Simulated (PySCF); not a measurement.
Spectrum to structure. Theory: TDDFT wB97X-D/def2-SVPD, vertical, gas phase, core orbitals frozen in the response in PySCF. Geometries: PBE0-D3(BJ)/def2-SVP, one conformer each.

```json
{"state": "S1", "E (eV)": "4.09", "λ (nm)": "303.3", "f": "0.0001"}
{"state": "S2", "E (eV)": "5.96", "λ (nm)": "208.0", "f": "0.0068"}
{"state": "S3", "E (eV)": "6.98", "λ (nm)": "177.7", "f": "0.041"}
{"state": "S4", "E (eV)": "7.30", "λ (nm)": "169.8", "f": "0.027"}
{"state": "S5", "E (eV)": "7.70", "λ (nm)": "161.1", "f": "0.0012"}
{"state": "S6", "E (eV)": "8.15", "λ (nm)": "152.1", "f": "0.014"}
{"state": "S7", "E (eV)": "8.51", "λ (nm)": "145.6", "f": "0.0002"}
{"state": "S8", "E (eV)": "8.68", "λ (nm)": "142.9", "f": "0.0053"}
{"state": "S9", "E (eV)": "8.88", "λ (nm)": "139.7", "f": "0.0029"}
{"state": "S10", "E (eV)": "9.01", "λ (nm)": "137.7", "f": "0.017"}
```

Question: Which candidate is it? All have the formula C5H4F4O2.
A. `O=C1[C@@H](CF)O[C@H]1C(F)(F)F`
B. `F/C=C/O/C=C(/F)OC(F)F`
C. `O=C([C@@H]1OC[C@@H]1F)C(F)(F)F`

Answer: C. Its S1, at 4.09 eV, is the lowest among the candidates; the nearest of the others has S1 at 4.34 eV. S1 is HOMO→LUMO (77%), HOMO-1→LUMO (19%). Löwdin shares by element: HOMO oxygen 58%, carbon 18% or more (atoms not listed hold the other 24%); LUMO carbon 48% or more, oxygen 33% or more (atoms not listed hold the other 18%). At the same level the other candidates give, for their lowest levels:
- `F/C=C/O/C=C(/F)OC(F)F`: 6.25 eV (f 0.184); 6.38 eV (f 0.473); 6.54 eV (f 0.070); 6.74 eV (f 0.033); 7.11 eV (f 0.006); T1 4.03 eV; HOMO -8.37, LUMO 1.82 eV
- `O=C1[C@H](C(F)(F)F)O[C@@H]1CF`: 4.34 eV (f 0.000); 5.93 eV (f 0.005); 7.58 eV (f 0.001); 7.93 eV (f 0.002); 8.03 eV (f 0.009); T1 3.81 eV; HOMO -10.54, LUMO -0.19 eV

The values belong to the conformer `[O:1]=[C:2]([C@@H:3]1[O:4][CH2:5][C@@H:6]1[F:7])[C:8]([F:9])([F:10])[F:11]`: O1–C2–C3–O4 -167°, O1–C2–C8–F9 -129°.
Triplets come from the Tamm–Dancoff approximation.
